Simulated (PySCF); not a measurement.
# Adding and removing an electron: BiH

UHF; Bi cc-pVDZ-PP with ECP60, H cc-pVDZ; scalar-relativistic core potentials (PySCF 2.14). Neutral (UHF): triplet (π ↑↑), Re = 1.792 Å, ωe = 1856 cm⁻¹, De = 1.25 eV, HOMO -8.56 eV, LUMO 0.87 eV.

BiH⁺ (UHF): doublet (π ↑), Re = 1.774 Å, ωe = 1988 cm⁻¹. The energies at the minima are -214.13635 hartree for BiH and -213.83921 for BiH⁺.

Problem. Work out the adiabatic ionisation energy, without and with harmonic zero-point energies (1 hartree = 27.2114 eV, 1 eV = 8065.5 cm⁻¹), and the change of the bond length.

Solution. At UHF: 0.29714 hartree = 8.086 eV between the minima; the zero-point term (1988.0 − 1856.0)/2 cm⁻¹ = +0.008 eV makes it 8.094 eV. Re changes by -1.8 pm against the neutral. The electron leaves a π orbital, which is non-bonding in a hydride.

These are scalar-relativistic numbers at best; spin–orbit coupling would shift them, the dissociation energy most. Hartree–Fock leaves out correlation, which carries a large part of most bond energies and some tenths to 1 eV of ionisation energies. States were picked by a PBE0 search and need not be the measured ground states.
